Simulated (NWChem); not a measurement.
System: CH$_{4}$F$_{2}$OSn; SMILES C[O][SnH]([F])[F]

Parts of the log:

```
             Northwest Computational Chemistry Package (NWChem) 7.3.0
             --------------------------------------------------------

 C1  symmetry detected

                             Geometry "geometry" -> ""
                             -------------------------

 Output coordinates in angstroms (scale by  1.889725989 to convert to a.u.)

  No.       Tag          Charge          X              Y              Z
 ---- ---------------- ---------- -------------- -------------- --------------
    1 Sn                  50.0000     0.00098194     0.37699138    -0.29910688
    2 F                    9.0000     1.46432666     0.90055645     0.84089233
    3 F                    9.0000    -1.54236125     0.78063813     0.78278913
    4 O                    8.0000     0.06944795    -1.56322180    -0.51366101
    5 C                    6.0000     0.01532839    -2.43460045     0.59266545
    6 H                    1.0000     0.00269759     1.21786656    -1.76631028
    7 H                    1.0000     0.00160758    -3.46620072     0.20668143
    8 H                    1.0000     0.89514576    -2.33042863     1.25236154
    9 H                    1.0000    -0.89379053    -2.28818032     1.20277348

 Effective nuclear repulsion energy (a.u.)     549.2801302770

                                 NWChem DFT Module
                                 -----------------

 Summary of "ao basis" -> "ao basis" (spherical)
 ------------------------------------------------------------------------------
       Tag                 Description            Shells   Functions and Types
 ---------------- ------------------------------  ------  ---------------------
 Sn                         def2-svp                10       26   4s4p2d
 F                          def2-svp                 6       14   3s2p1d
 O                          def2-svp                 6       14   3s2p1d
 C                          def2-svp                 6       14   3s2p1d
 H                          def2-svp                 3        5   2s1p

            General Information
            -------------------
          SCF calculation type: DFT
          Wavefunction type:  closed shell.
          No. of atoms     :     9
          No. of electrons :    58
           Alpha electrons :    29
            Beta electrons :    29
          Charge           :     0
          Spin multiplicity:     1
          Use of symmetry is: off; symmetry adaption is: off
          Maximum number of iterations: 150
          AO basis - number of functions:   102
                     number of shells:    46
          Convergence on energy requested:  1.00D-06
          Convergence on density requested:  1.00D-05
          Convergence on gradient requested:  5.00D-04

              XC Information
              --------------
                          KT2 Method XC Functional
                        Slater Exchange Functional  1.072 local
                           KT1 gradient correction  1.000 non-local
            Perdew 1991 LDA Correlation Functional  0.577 local

             Grid Information
             ----------------
          Grid used for XC integration:  medium
          Radial quadrature: Mura-Knowles
          Angular quadrature: Lebedev.
          Tag              B.-S. Rad. Rad. Pts. Rad. Cut. Ang. Pts.
          ---              ---------- --------- --------- ---------
          Sn                  1.45      123          11.0       590
          F                   0.50       49          12.0       434
          O                   0.60       49           9.0       434
          C                   0.70       49          11.0       434
          H                   0.35       45          12.0       434
          Grid pruning is: on
          Number of quadrature shells:   499
          Spatial weights used:  Erf1

      Superposition of Atomic Density Guess
      -------------------------------------

 Sum of atomic energies:        -561.99384617

      Non-variational initial energy
      ------------------------------

 Total energy =    -527.096509
 1-e energy   =   -1404.134978
 2-e energy   =     578.751438
 HOMO         =      -0.378958
 LUMO         =      -0.047096

     ---------------------------------------------
      Total Density - Mulliken Population Analysis
     ---------------------------------------------

    Atom       Charge   Shell Charges
 -----------   ------   -------------------------------------------------------
    1 Sn  22    20.03   1.60  0.41  0.78  0.24  3.27  2.73  0.65  0.23  9.78  0.35
    2 F    9     9.72   1.99  1.15  0.81  3.54  2.22  0.00
    3 F    9     9.72   1.99  1.15  0.81  3.54  2.22  0.00
    4 O    8     8.91   1.99  1.10  0.72  3.02  2.06  0.01
    5 C    6     5.87   1.99  0.92  0.22  1.84  0.85  0.05
    6 H    1     0.97   0.57  0.39  0.01
    7 H    1     0.93   0.69  0.21  0.02
    8 H    1     0.93   0.69  0.22  0.02
    9 H    1     0.93   0.69  0.22  0.02

   convergence    iter        energy       DeltaE   RMS-Dens  Diis-err
 ---------------- ----- ----------------- --------- --------- ---------
 d= 0,ls=0.0,diis     1   -534.8553911868 -8.33D+02  3.11D-02  1.16D+00
 d= 0,ls=0.0,diis     2   -534.2194257605  6.36D-01  1.82D-02  7.89D+00
 d= 0,ls=0.0,diis     3   -535.0240752582 -8.05D-01  3.67D-03  6.40D-02
 d= 0,ls=0.0,diis     4   -535.0212650016  2.81D-03  2.13D-03  1.02D-01
 d= 0,ls=0.0,diis     5   -535.0309283335 -9.66D-03  5.81D-04  5.80D-03
  Resetting Diis
 d= 0,ls=0.0,diis     6   -535.0315293809 -6.01D-04  1.41D-04  2.19D-04
 d= 0,ls=0.0,diis     7   -535.0315607088 -3.13D-05  6.63D-05  1.28D-05
 d= 0,ls=0.0,diis     8   -535.0315586439  2.06D-06  4.35D-05  2.85D-05
 d= 0,ls=0.0,diis     9   -535.0315621123 -3.47D-06  9.06D-06  2.16D-06
 d= 0,ls=0.0,diis    10   -535.0315623284 -2.16D-07  1.65D-06  4.54D-08

         Total DFT energy =     -535.031562328352
      One electron energy =    -1408.324207565640
           Coulomb energy =      635.293863910464
    Exchange-Corr. energy =      -60.288249047390
 Nuclear repulsion energy =      298.287030374215

 Numeric. integr. density =       57.999983554874

                       DFT Final Molecular Orbital Analysis
                       ------------------------------------

 Vector   27  Occ=2.000000D+00  E=-3.213399D-01
              MO Center=  2.8D-01,  8.3D-01,  7.6D-01, r^2= 2.8D+00
   Bfn.  Coefficient  Atom+Function         Bfn.  Coefficient  Atom+Function
  ----- ------------  ---------------      ----- ------------  ---------------
    30      0.395497  2 F  px                44      0.350558  3 F  px
    32     -0.327689  2 F  pz                33     -0.275419  2 F  px
    47     -0.245497  3 F  px                35      0.227254  2 F  pz
    45      0.177847  3 F  py                46      0.131965  3 F  pz
    48     -0.122885  3 F  py                49     -0.095487  3 F  pz

 Vector   28  Occ=2.000000D+00  E=-2.711469D-01
              MO Center=  2.8D-02, -1.6D+00, -1.1D-01, r^2= 2.6D+00
   Bfn.  Coefficient  Atom+Function         Bfn.  Coefficient  Atom+Function
  ----- ------------  ---------------      ----- ------------  ---------------
    60      0.378434  4 O  pz                59      0.303615  4 O  py
    63      0.286501  4 O  pz                88      0.243286  7 H  s
    62      0.209183  4 O  py                 3      0.189527  1 Sn s
    12     -0.183473  1 Sn py                74     -0.180982  5 C  pz
    98     -0.146513  9 H  s                 89      0.135297  7 H  s

 Vector   29  Occ=2.000000D+00  E=-2.504086D-01
              MO Center=  6.4D-02, -1.7D+00, -8.2D-02, r^2= 1.8D+00
   Bfn.  Coefficient  Atom+Function         Bfn.  Coefficient  Atom+Function
  ----- ------------  ---------------      ----- ------------  ---------------
    58      0.553806  4 O  px                61      0.416561  4 O  px
    93     -0.221790  8 H  s                 98      0.204898  9 H  s
    72     -0.192642  5 C  px                94     -0.149441  8 H  s
    99      0.140465  9 H  s                 14      0.085044  1 Sn px
    17      0.072990  1 Sn d -2              32     -0.068822  2 F  pz

 Vector   30  Occ=0.000000D+00  E=-9.676899D-02
              MO Center=  2.8D-03,  3.2D-01, -3.3D-01, r^2= 3.7D+00
   Bfn.  Coefficient  Atom+Function         Bfn.  Coefficient  Atom+Function
  ----- ------------  ---------------      ----- ------------  ---------------
     4      0.717967  1 Sn s                  3      0.713808  1 Sn s
    84     -0.560626  6 H  s                 57     -0.307713  4 O  s
    83     -0.298973  6 H  s                  2     -0.279681  1 Sn s
    59     -0.228365  4 O  py                 1     -0.218721  1 Sn s
    62     -0.215682  4 O  py                44      0.195650  3 F  px

 Vector   31  Occ=0.000000D+00  E=-3.086391D-02
              MO Center=  2.6D-02,  3.0D-01, -5.1D-01, r^2= 4.0D+00
   Bfn.  Coefficient  Atom+Function         Bfn.  Coefficient  Atom+Function
  ----- ------------  ---------------      ----- ------------  ---------------
    14      0.733275  1 Sn px                11      0.470704  1 Sn px
    43      0.219921  3 F  s                 29     -0.198559  2 F  s
    25      0.180323  1 Sn d  1              58     -0.176877  4 O  px
    46      0.164957  3 F  pz                32     -0.162983  2 F  pz
    61     -0.147520  4 O  px                 8     -0.143706  1 Sn px

 Vector   32  Occ=0.000000D+00  E=-2.308213D-02
              MO Center= -2.6D-02,  4.8D-01, -4.4D-01, r^2= 4.2D+00
   Bfn.  Coefficient  Atom+Function         Bfn.  Coefficient  Atom+Function
  ----- ------------  ---------------      ----- ------------  ---------------
    15      0.669909  1 Sn py                57      0.408222  4 O  s
    16      0.395671  1 Sn pz                12      0.360771  1 Sn py
    13      0.280843  1 Sn pz                56      0.170697  4 O  s
    29     -0.150240  2 F  s                 30     -0.138689  2 F  px
    26     -0.132536  1 Sn d  2              44      0.125936  3 F  px

     ---------------------------------------------
      Total Density - Mulliken Population Analysis
     ---------------------------------------------

    Atom       Charge   Shell Charges
 -----------   ------   -------------------------------------------------------
    1 Sn  22    20.99   1.61  0.42  1.05  0.08  3.27  2.76  1.15  0.33  9.79  0.53
    2 F    9     9.37   1.99  1.18  0.78  3.32  2.10  0.00
    3 F    9     9.37   1.99  1.18  0.78  3.32  2.10  0.00
    4 O    8     8.49   1.99  1.14  0.69  2.82  1.84  0.01
    5 C    6     5.86   1.99  0.93  0.11  2.02  0.75  0.05
    6 H    1     1.03   0.67  0.35  0.01
    7 H    1     0.96   0.75  0.19  0.02
    8 H    1     0.96   0.75  0.19  0.02
    9 H    1     0.97   0.75  0.19  0.02

     -------------------------------------------
      Total Density - Lowdin Population Analysis
     -------------------------------------------

    Atom       Charge   Shell Charges
 -----------   ------   -------------------------------------------------------
    1 Sn  22    21.22   1.18  0.76  0.73  0.35  3.01  2.85  1.17  0.58  9.53  1.06
    2 F    9     9.28   1.98  1.07  0.78  3.20  2.25  0.00
    3 F    9     9.28   1.98  1.07  0.78  3.20  2.25  0.00
    4 O    8     8.29   1.98  0.96  0.61  2.69  2.03  0.02
    5 C    6     5.93   1.97  0.59  0.30  1.80  1.14  0.13
    6 H    1     1.05   0.58  0.44  0.03
    7 H    1     0.98   0.65  0.26  0.06
    8 H    1     0.99   0.65  0.26  0.07
    9 H    1     0.99   0.65  0.27  0.07

     Multipole analysis of the density
     ---------------------------------

     L   x y z        total         alpha         beta         nuclear
     -   - - -        -----         -----         ----         -------
     0   0 0 0     -0.000000    -29.000000    -29.000000     58.000000

     1   1 0 0     -0.000793      0.025582      0.025582     -0.051957
     1   0 1 0     -0.247845      9.849823      9.849823    -19.947491
     1   0 0 1     -0.694536     -8.260488     -8.260488     15.826441

     2   2 0 0    -37.632289    -94.430484    -94.430484    151.228680
     2   1 1 0     -0.002428      0.168998      0.168998     -0.340424
     2   1 0 1      0.044874     -0.013680     -0.013680      0.072234
     2   0 2 0    -32.323553   -186.122411   -186.122411    339.921269
     2   0 1 1     -4.200790     -0.426378     -0.426378     -3.348034
     2   0 0 2    -34.093410    -60.333173    -60.333173     86.572936
```

Level: KT2/def2-SVP with def2 effective core potentials on Sn. The geometry was optimised at PBE0/def2-SVP. No frequency run checked for a minimum. def2 effective core potentials on Sn; no spin-orbit coupling.

Which NWChem input produces such a log?

This is not unique; one that fits is the input that was run:
```
start job
memory heap 200 mb stack 900 mb global 1100 mb
geometry units angstroms noautoz
  Sn     0.108211    -0.316190     0.448437
  F      2.032676    -0.214578     0.483162
  F     -0.248975    -0.949666    -1.336630
  O     -0.592928     1.502733     0.571203
  C     -0.251200     2.494902    -0.369547
  H     -0.497534    -1.353821     1.638460
  H     -0.823351     3.403050    -0.121996
  H      0.822842     2.750969    -0.338039
  H     -0.507199     2.203662    -1.403864
end
basis spherical
  Sn library def2-svp
  F library def2-svp
  O library def2-svp
  C library def2-svp
  H library def2-svp
end
ecp
  Sn library def2-ecp
end
dft
  xc kt2
  iterations 150
  mulliken
end
task dft energy
```
